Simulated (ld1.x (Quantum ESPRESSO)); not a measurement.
## Transferability test, RRKJ potential for Be

```json
{
 "Element": "Be",
 "Generator": "ld1.x (Quantum ESPRESSO) 7.5",
 "Type": "norm-conserving RRKJ (Kleinman–Bylander form)",
 "Functional": "PBE",
 "Relativity": "non-relativistic",
 "Frozen core": "none",
 "Valence charge": "4",
 "Reference configuration": "1s2 2s2 2p0",
 "Partial waves": "1s (bound): rc 0.40 bohr; 2p (bound, empty): rc 4.05 bohr; 3d channel at 0.05 Ry: rc 3.55 bohr",
 "Local potential": "the d channel",
 "Core correction": "none",
 "rho0": "0.02"
}
```

Occupied shells without a wave of their own: 2s. They enter only through the test configuration that unscreens the potential.

Energies are relative to the spin-unpolarised reference configuration 1s2 2s2 2p0; without spin polarisation the order of configurations can differ from experiment. Not all tests gave a result: 3 of 7 tests not solved or not reliable. Left out of the table: 1s2 2s0 2p0 (pseudo-atom not self-consistent, printed error +4.0 eV); 1s2 2s0 2p1 (pseudo-atom not self-consistent, printed error +2.7 eV); 1s2 2s0 2p2 (pseudo-atom not self-consistent, printed error +2.1 eV).

```
valence configuration  charge  ΔE all-electron (eV)  error AE − PS (meV)
          1s2 2s1 2p0      +1                 9.549                +1476
          1s1 2s2 2p0      +1               128.261                 -639
          1s2 2s1 2p1       0                 3.610                +1049
```

**Question.** What are ΔE and the potential's error for 1s2 2s1.5 2p0?

**Answer.** ΔE = 3.760 eV all-electron; the error (AE − PS) is +624 meV.

These tests converged, but a pseudo level misses the all-electron one widely, so the file describes the atom poorly there or has found another state: 1s1 2s2 2p0: 2s by 2.8 eV; 1s2 2s1 2p1: 2s by 1.3 eV. The 2s level has no wave, so the channel is fitted at the deeper level alone: the likely source of the large errors.

A Bessel basis up to 400 Ry misses an occupied level by 3.13 Ry, so cutoffs and ghosts were not judged. The potential misses its own reference levels by up to 1.0 eV, so it is not fit for use.
